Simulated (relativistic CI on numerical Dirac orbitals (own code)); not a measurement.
d1 to d9 in one octahedral field

Computed with a parametric ligand-field model without spin-orbit coupling, by exact diagonalisation: B = 520, C = 2110, 10Dq = 26000 cm⁻¹ (Oh; |10Dq|/B = 50.0) for every shell. Energies in cm⁻¹; the field energy is (0.6 n_e − 0.4 n_t2) × 10Dq of the ground term; g labels are left out. So small a B with so large a field is typical of 4d and 5d ions, where spin-orbit coupling, left out here, reaches 1,000 to 4,000 cm⁻¹.

| Shell | Ground term | Electrons in e | Field energy | First spin-allowed bands | Lowest term of other spin |
| --- | --- | --- | --- | --- | --- |
| d1 | 2T2 | 0.000 | -10400 | 2E 26000 |  |
| d2 | 3T1 | 0.010 | -20539 | 3T2 24754, 3T1 31308 | 1T2 7527 |
| d3 | 4A2 | 0.000 | -31200 | 4T2 26000, 4T1 31793 | 2E 10426 |
| d4 | 3T1 | 0.015 | -41198 | 3E 23952, 3T1 24471 | 1T2 6402 |
| d5 | ? | ? | ? | ? | ? |
| d6 | 1A1 | 0.022 | -61827 | 1T1 24460, 1T2 31846 | 3T1 19988 |
| d7 | 2E | 1.015 | -46415 | 2T1 24338, 2T2 24854 | 4T1 15661 |
| d8 | 3A2 | 2.000 | -31200 | 3T2 26000, 3T1 31793 | 1E 8318 |
| d9 | 2E | 3.000 | -15600 | 2T2 26000 |  |

Q: Fill in the row of d5.

A: Ground term: 2T2; Electrons in e: 0.029; Field energy: -51236; First spin-allowed bands: 2A2 23201, 2T1 23388; Lowest term of other spin: 4T1 15802. Low spin: d4, d5, d6, d7; the other shells keep the spin of the free ion. Only d4 to d7 can choose; the field needed to pair spins is smallest for d6 and largest for d5, which loses most exchange energy. In the strong-field picture 10Dq must exceed about 6B + 5C = 13670 (d4), 7.5B + 5C = 14450 (d5), 2.5B + 4C = 9740 (d6) and 4B + 4C = 10520 (d7); mixing of terms shifts these bounds somewhat.
